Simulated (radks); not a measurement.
Q: The carbon anion C4-, [Ne], held by a Watson sphere: a shell of charge +4 at radius R that stands for the Madelung well of a crystal (potential energy -4/R inside, -4/r outside, in hartree with lengths in bohr). Method: non-relativistic Kohn-Sham, PBEsol, spin-polarised, spherical densities, point nucleus; computed with a radial shooting solver on a logarithmic mesh with Libxc functionals. Response by self-consistent Sternheimer equations with the Hartree and adiabatic LDA kernel. The sphere does not respond.

| R (bohr) | e(1s) (eV) | e(2s) (eV) | e(2p) (eV) | <r> 2p (bohr) | sum of <r^2> (bohr^2) | X-ray form factor at sin(theta)/lambda = 0.1 1/angstrom | alpha (bohr^3) |
|---|---|---|---|---|---|---|---|
| 1.75 | -263.56 | -17.263 | -8.461 | 1.831 | 31.34 | 8.040 | 18.18 |
| 1.85 | -263.86 | -16.722 | -8.110 | 1.890 | 33.25 | 7.941 | 20.52 |
| 2.46 | -265.70 | -13.947 | -6.325 | 2.242 | 45.80 | 7.351 | 41.17 |
| 3.09 | -266.88 | -12.042 | -5.011 | 2.606 | 60.68 | 6.784 | 79.78 |
| 3.61 | -267.38 | -11.062 | -4.245 | 2.917 | 74.77 | 6.363 | 131.7 |
| 3.73 | -267.46 | -10.896 | -4.101 | 2.990 | 78.29 | 6.273 | 146.9 |

Estimate the row for R = 2.67 bohr.

A: e(1s) (eV) -266.18; e(2s) (eV) -13.211; e(2p) (eV) -5.834; <r> 2p (bohr) 2.362; sum of <r^2> (bohr^2) 50.52; X-ray form factor at sin(theta)/lambda = 0.1 1/angstrom 7.156; alpha (bohr^3) 51.64.
